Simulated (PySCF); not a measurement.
# What a mistake does to a calculation on BH5NOSi

All numbers below are calculated, not measured. The program is PySCF 2.14.0, an open-source quantum chemistry code, run on an isolated molecule that a program drew, which may never have been made. The molecule is BH5NOSi (charge 0, doublet), drawn as the SMILES string `[BH]O[SiH2]N`.

Each row is a Hartree-Fock (HF) and frozen-core CCSD(T) single point in the cc-pV(D+d)Z basis, meant for a local HF minimum. Run 1 is clean. Each other run has one planted mistake out of seven kinds, and not every kind appears here: one electron removed, one electron added, multiplicity raised by two, geometry at a saddle point, minimal basis STO-3G, one bond length entered in bohr, all coordinates scaled. The reference is restricted for singlets and unrestricted otherwise, and also for a bond in bohr. Adding or removing an electron swaps singlet and doublet. Electrons count all cores. HOMO and LUMO are orbital energies over both spins, the gradient is its largest component, and the lowest frequency (negative if imaginary) is given only where the gradient is small. Bond lengths are over the 8 bonds as drawn. T1 is the CCSD diagnostic: over 0.02 (restricted) or 0.045 (unrestricted) a single reference is doubtful.

Geometry of the clean run:
```xyz
9
BH5NOSi, angstrom
B     0.4014    1.7188    1.2738
O    -0.1129    0.7447    0.5295
Si   -1.2854   -0.4452    0.6729
N    -0.6784   -2.0259    0.5084
H     0.0586    1.9648    2.4085
H    -1.8916   -0.3077    2.0090
H    -2.2363   -0.1935   -0.4197
H    -0.3637   -2.3535   -0.3857
H    -0.1399   -2.4420    1.2450
```

```
run,electrons,basis functions,<S^2>,HOMO (eV),LUMO (eV),gradient (hartree/bohr),lowest frequency (cm^-1),mean bond (Å),longest bond (Å),T1,HF (hartree),CCSD(T) (hartree),mistake
1,39,90,0.753,-8.52,3.21,1.3e-05,50,1.3584,1.701,0.0150,-445.90470,-446.47291,no fault
2,39,29,0.757,-5.75,8.90,2.6e-02,-,1.3584,1.701,0.0185,-440.47860,-440.67709,minimal basis STO-3G
3,39,90,3.760,-3.00,-0.47,8.9e-02,-,1.3584,1.701,0.0253,-445.66206,-446.20949,?
4,39,90,0.909,-9.77,2.25,3.1e-02,-,1.4930,2.288,0.0258,-445.82780,-446.39713,?
```

**Which mistake was planted in run 3, and what did it cost?**

Electrons, basis and geometry are unchanged, and <S^2> is 3.760, beside S(S+1) = 3.75 for a multiplicity of 4. So the mistake is: multiplicity raised by two. Subtracting run 1 and multiplying by 627.51 kcal/mol a hartree, the energy moved by 152.3 kcal/mol in HF and 165.3 kcal/mol in CCSD(T).

**Which mistake was planted in run 4, and what did it cost?**

The mean bond changes by a factor of 1.099 and the longest by 1.345, so the molecule wasn't scaled as a whole. A length L in bohr read as angstrom grows by (1/0.5292 - 1) L = 0.890 L. The 8 bonds together grew by 8 x 0.1346 = 1.077 Å, which gives L = 1.210 Å. That is bond B1-H5, 1.211 Å in the clean geometry. So the mistake is: one bond length entered in bohr. Subtracting run 1 and multiplying by 627.51 kcal/mol a hartree, the energy moved by 48.3 kcal/mol in HF and 47.6 kcal/mol in CCSD(T).

